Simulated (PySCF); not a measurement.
Si(Br)2 anion (Br2Si), SMILES Br[Si]Br (connectivity only; charge and spin as stated), charge -1, multiplicity 2. Geometry optimised at PBE0-D3(BJ)/def2-SVPD. The spin state was assumed, not searched. The isomer is the one that the SMILES or the coordinates give; other isomers of the formula were not compared.

Computed with PBE0-D3(BJ)/def2-SVPD in PySCF.

Harmonic wavenumbers (cm⁻¹): 92, 287, 316. Rotational constants (GHz): 8.657, 0.9299, 0.8397; symmetry number 2.

Work out the zero-point energy and the ideal-gas rigid-rotor harmonic-oscillator thermochemistry at 298.15 K and 1 atm.

ZPE = ½ Σ hcν = ½ × 694 cm⁻¹ = 4.15 kJ/mol. H − E(el) = 18.24 kJ/mol. Entropy in J/(mol K): translation 174.05, rotation 112.45, vibration 26.99, spin 5.76, total 319.25. G − E(el) = -76.95 kJ/mol. Cp = 55.42 J/(mol K). Modes under 150 cm⁻¹ make the vibrational entropy uncertain.
